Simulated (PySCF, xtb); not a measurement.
C3H10OSi2, SMILES C[Si](C)([SiH3])C=O. One conformer was computed; it need not be the lowest.

Harmonic wavenumbers (cm⁻¹) from GFN2-xTB (xtb) at its own minimum, in rising order: 4, 34, 95, 101, 112, 114, 124, 164, 173, 350, 417, 430, 439, 625, 695, 732, 743, 771, 788, 800, 806, 815, 838, 845, 1365, 1367, 1373, 1476, 1477, 1484, 1490, 1726, 2222, 2226, 2254, 2655, 3020, 3025, 3030, 3033, 3040, 3044.

Problem. What does B3LYP-D3(BJ)/def2-SVP run with PySCF give at its own minimum? (An estimate is asked for; the answer gives what the named calculation found.)

Solution. 49, 88, 111, 123, 135, 140, 153, 187, 196, 360, 423, 490, 502, 612, 671, 703, 768, 784, 798, 853, 869, 908, 945, 946, 1264, 1271, 1382, 1427, 1431, 1438, 1439, 1776, 2195, 2204, 2215, 2763, 3027, 3032, 3117, 3121, 3123, 3135. Paired by order, the mean absolute difference is 46 cm⁻¹ and the zero-point energies are 71.9 and 73.2 kcal/mol.
